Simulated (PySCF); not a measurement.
Molfile (atoms numbered from 1):
```
C4H7ClO4Si
     RDKit          3D

 17 17  0  0  0  0  0  0  0  0999 V2000
    3.0576   -1.4658   -0.0733 O   0  0  0  0  0  0  0  0  0  0  0  0
    2.9736   -0.4851    0.5953 C   0  0  0  0  0  0  0  0  0  0  0  0
    1.9453    0.3627    0.6470 O   0  0  0  0  0  0  0  0  0  0  0  0
    0.8023    0.0294   -0.1157 C   0  0  2  0  0  0  0  0  0  0  0  0
    0.0333    1.3199   -0.4119 C   0  0  0  0  0  0  0  0  0  0  0  0
   -1.1070    1.0848   -1.1849 O   0  0  0  0  0  0  0  0  0  0  0  0
   -2.1727    0.4613   -0.4614 C   0  0  0  0  0  0  0  0  0  0  0  0
   -1.5154   -1.1913    0.2447 Si  0  0  2  0  0  4  0  0  0  0  0  0
   -2.3265   -1.7249    1.9785 Cl  0  0  0  0  0  0  0  0  0  0  0  0
    0.0333   -0.8544    0.6235 O   0  0  0  0  0  0  0  0  0  0  0  0
    3.7584   -0.1100    1.2718 H   0  0  0  0  0  0  0  0  0  0  0  0
    1.1159   -0.4572   -1.0517 H   0  0  0  0  0  0  0  0  0  0  0  0
   -0.2240    1.7881    0.5487 H   0  0  0  0  0  0  0  0  0  0  0  0
    0.6710    1.9934   -0.9877 H   0  0  0  0  0  0  0  0  0  0  0  0
   -2.9742    0.3545   -1.1908 H   0  0  0  0  0  0  0  0  0  0  0  0
   -2.5236    1.1508    0.3205 H   0  0  0  0  0  0  0  0  0  0  0  0
   -1.5542   -2.2442   -0.7625 H   0  0  0  0  0  0  0  0  0  0  0  0
  1  2  2  0
  2  3  1  0
  3  4  1  0
  4  5  1  0
  5  6  1  0
  6  7  1  0
  7  8  1  0
  8  9  1  0
  8 10  1  0
 10  4  1  0
  2 11  1  0
  4 12  1  6
  5 13  1  0
  5 14  1  0
  7 15  1  0
  7 16  1  0
  8 17  1  6
M  END
```

[PySCF: GFN2-xTB geometry; PBE0/pcSseg-1 with gauge-including orbitals; non-relativistic; in vacuum; single conformer]

References, each an isolated molecule treated in the same way: 13C (186.93 ppm), 1H (31.72 ppm), 29Si (349.16 ppm) vs TMS; H2O for 17O (336.08 ppm); 35Cl (949.78 ppm) against HCl.

```json
{"atoms": "H15", "nucleus": "1H", "count": "1", "δ (ppm)": "3.80"}
{"atoms": "H12", "nucleus": "1H", "count": "1", "δ (ppm)": "6.49"}
{"atoms": "C2", "nucleus": "13C", "count": "1", "δ (ppm)": "?"}
{"atoms": "H11", "nucleus": "1H", "count": "1", "δ (ppm)": "8.13"}
{"atoms": "H13", "nucleus": "1H", "count": "1", "δ (ppm)": "?"}
{"atoms": "C5", "nucleus": "13C", "count": "1", "δ (ppm)": "74.1"}
{"atoms": "O3", "nucleus": "17O", "count": "1", "δ (ppm)": "?"}
{"atoms": "C7", "nucleus": "13C", "count": "1", "δ (ppm)": "66.2"}
{"atoms": "O1", "nucleus": "17O", "count": "1", "δ (ppm)": "?"}
{"atoms": "C4", "nucleus": "13C", "count": "1", "δ (ppm)": "90.7"}
{"atoms": "Cl9", "nucleus": "35Cl", "count": "1", "δ (ppm)": "25"}
{"atoms": "H14", "nucleus": "1H", "count": "1", "δ (ppm)": "3.84"}
{"atoms": "Si8", "nucleus": "29Si", "count": "1", "δ (ppm)": "?"}
{"atoms": "O10", "nucleus": "17O", "count": "1", "δ (ppm)": "95.7"}
{"atoms": "O6", "nucleus": "17O", "count": "1", "δ (ppm)": "12.4"}
{"atoms": "H16", "nucleus": "1H", "count": "1", "δ (ppm)": "3.50"}
{"atoms": "H17", "nucleus": "1H", "count": "1", "δ (ppm)": "5.51"}
```

**Question.** Fill in the missing shifts.

**Answer.** 
- C2: 164.2 ppm, ester carbonyl carbon; it is a carbonyl in resonance with an O or N lone pair, the region of acids, esters and amides
- H13: 3.47 ppm, hydrogen on an sp3 CH2 bonded to O; its carbon carries O, which withdraws density
- O1: 449.6 ppm, ester carbonyl oxygen
- O3: 248.9 ppm, ester alkoxy oxygen
- Si8: -15.3 ppm, silicon bonded to C, Cl, O, H, in a 6-membered ring

Shifts are as computed. Against solution values, carbons near 30 ppm lie about +3 ppm off and those near 130 ppm about +5 ppm. Of 1211 compounds with measured shifts, 218 miss one by over three times the rms of a fit or turn the order of signals round; such compounds aren't used in these exercises. Unscaled 17O shifts of doubly bonded oxygen tend to come out too high, by tens of ppm or more. Experimental scales use liquid or dissolved standards, which lie at an offset from isolated H2O (liquid H2O: subtract about 36 ppm).
